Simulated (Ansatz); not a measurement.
System: C$_{4}$H$_{12}$Ti (charge 0, singlet). 
Structure (B3LYP-D3(BJ)/def2-TZVP (Ansatz, a quantum-chemistry and plane-wave program) minimum search):
```xyz
17

Ti    -0.0003     0.0000    -0.0001
C      1.7321    -0.3580    -1.0868
H      2.0590    -1.3929    -0.9434
H      2.5299     0.3141    -0.7546
H      1.5490    -0.1896    -2.1530
C      0.4997     0.5047     1.9506
H     -0.3304     0.2697     2.6247
H      0.7176     1.5755     2.0181
H      1.3838    -0.0568     2.2695
C     -1.0531     1.5630    -0.8712
H     -1.6796     2.0581    -0.1221
H     -1.6942     1.1839    -1.6736
H     -0.3576     2.2968    -1.2912
C     -1.1781    -1.7097     0.0076
H     -1.0784    -2.2394    -0.9454
H     -2.2293    -1.4418     0.1549
H     -0.8665    -2.3773     0.8174
```
Charge 0, spin multiplicity 1.

Basis-set convergence of Hartree-Fock and MP2 correlation energies (hartree) with Ansatz. Correlated levels leave the core frozen unless marked. No spin-orbit coupling. Frozen are the shells of the preceding noble gas and the d and f shells that filled before the atom's block. Non-relativistic.

```tsv
basis	functions	E(HF)	E(corr, MP2)
def2-SVP	147	-1006.56844	-0.73274
def2-TZVPP	356	-1006.86920	-0.89171
def2-QZVPP	681	-1006.89242	-0.94220
```

Extrapolating the two largest sets (X = 3 and 4) as X^-3: E(corr) = (64·(-0.94220) - 27·(-0.89171))/37 = -0.9790 Eh, an estimate of the basis-set limit. The largest set recovers 96.2 % of it, the smallest 74.8 %.
